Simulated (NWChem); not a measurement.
System: BNH3, doublet; SMILES B[NH]

All runs: NWChem. Spin-unrestricted. In the optimisation the excess spin sits in a' (Cs, its own frame). No stability test was run on the SCF state. Level B3LYP/def2-SVP: optimisations from one semi-empirical or force-field start; each run changes one setting, and all end within 0.3 mHa of each other.

| setting | optimisation steps |
|---|---|
| redundant internal coordinates, default thresholds | 13 |
| tight thresholds | 92 |
| trust radius 0.05 | 11 |
| Cartesian coordinates | 15 |
